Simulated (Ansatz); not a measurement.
`N[SiH2][InH][F]` + H₂ → `N[SiH2][InH2]` + H–F at 500 K and 1 bar (hydrogenolysis of the In–F bond).

Gas-phase electronic energies from Ansatz, PBE0-D4/def2-TZVP geometries. CCSD(T)/CBS is the MP2 limit (def2-TZVPP, def2-QZVPP) plus CCSD(T) − MP2 in def2-TZVPP, frozen cores. This one scheme is used for every species. Elements past krypton have def2 core potentials. For In outer-core shells are correlated without core-valence functions, which leaves a few kJ/mol of doubt a bond. Each species was taken in one conformer, which may not be the lowest.

| species | CCSD(T)/CBS energy (Eh) | H − E (kJ/mol) | S (J/(mol·K)) |
| --- | --- | --- | --- |
| `N[SiH2][InH][F]` | -636.44681 | 182.4 | 437.1 |
| H₂ | -1.17544 | 41.0 | 145.5 |
| `N[SiH2][InH2]` | -537.19857 | 188.3 | 411.4 |
| H–F | -100.39570 | 39.4 | 188.7 |

H − E and S are ideal-gas, rigid-rotor, harmonic terms from PBE0-D4/def2-TZVP, for one conformer and one mirror image of each species. For small species the MP2-based limit differs from directly extrapolated CCSD(T) by up to some mEh (0.8 for H₂); such offsets cancel only in part. 1 Eh = 2625.50 kJ/mol, R = 8.31446 J/(mol·K).

Task: By hand: ΔE, ΔH, ΔS and ΔG.

Result: ΔE = (-537.19857) + (-100.39570) − (-636.44681) − (-1.17544) = 0.02798 Eh = 73.5 kJ/mol. Δ(H − E) = 188.3 + 39.4 − 182.4 − 41.0 = 4.3, so ΔH = 77.8 kJ/mol. ΔS = 411.4 + 188.7 − 437.1 − 145.5 = 17.5 J/(mol·K). ΔG = 77.8 − 500 × (17.5)/1000 = 69.0 kJ/mol.

Task: By hand: the equilibrium constant, and the temperature at which ΔG would vanish if ΔH and ΔS stayed fixed.

Result: log₁₀ K = −ΔG/(RT ln 10) = -7.2. ΔG = 0 at ΔH/ΔS = 4446 K, far beyond where these terms or the molecules hold.

ΔH outweighs TΔS. A doubt of 5 kJ/mol in ΔE shifts log₁₀ K by 0.5 here. Other conformers and mirror images would add mixing entropy, several J/(mol·K) or more a flexible species. Modes under 60 cm⁻¹, often nearly free rotors, make the harmonic entropy too high. These are equilibria of isolated gas molecules and say nothing of rates. Largest T1 diagnostic: 0.015 (customary marks: 0.02 for closed shells, 0.045 for open ones).
